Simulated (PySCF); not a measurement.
## Ionising Ge₂

PBE0; PySCF, no relativity, basis sets Ge def2-TZVPPD. Neutral (UKS): triplet (π ↑↑), Re = 2.380 Å, ωe = 296 cm⁻¹, De = 2.99 eV, HOMO -5.55 eV, LUMO -3.44 eV.

Ge₂⁺ (UKS): quartet (σ ↑, π ↑↑), Re = 2.408 Å, ωe = 262 cm⁻¹, De = 3.35 eV to Ge⁺ + Ge. The energies at the minima are -4153.42052 hartree for Ge2 and -4153.14215 for Ge₂⁺.

(1) Work out the adiabatic ionisation energy, without and with harmonic zero-point energies (1 hartree = 27.2114 eV, 1 eV = 8065.5 cm⁻¹), and the change of the bond length.

Ge₂⁻ (UKS): doublet (π ↑), Re = 2.282 Å, ωe = 331 cm⁻¹. The energies at the minima are -4153.42052 hartree for Ge2 and -4153.48288 for Ge₂⁻.

(2) Work out the adiabatic electron affinity, without and with harmonic zero-point energies (1 hartree = 27.2114 eV, 1 eV = 8065.5 cm⁻¹), and the change of the bond length.

Spin–orbit coupling is left out. The highest Kohn–Sham level is positive in this anion. Much of that is self-interaction error, but it also means that the finite basis helps to hold the extra electron. States were picked by a PBE0 search and need not be the measured ground states.

Answers

(1) At PBE0: 0.27837 hartree = 7.575 eV between the minima; the zero-point term (262.0 − 296.0)/2 cm⁻¹ = -0.002 eV makes it 7.573 eV. Re changes by +2.8 pm against the neutral. The electron leaves a σ orbital, and the longer bond of the ion fits a bonding orbital, or a change in how ionic the bond is.

(2) At PBE0: 0.06236 hartree = 1.697 eV between the minima; the zero-point term (296.0 − 331.0)/2 cm⁻¹ = -0.002 eV makes it 1.695 eV. Re changes by -9.8 pm against the neutral. The electron enters a π orbital, and the shorter bond of the ion fits a bonding orbital, or a change in how ionic the bond is.
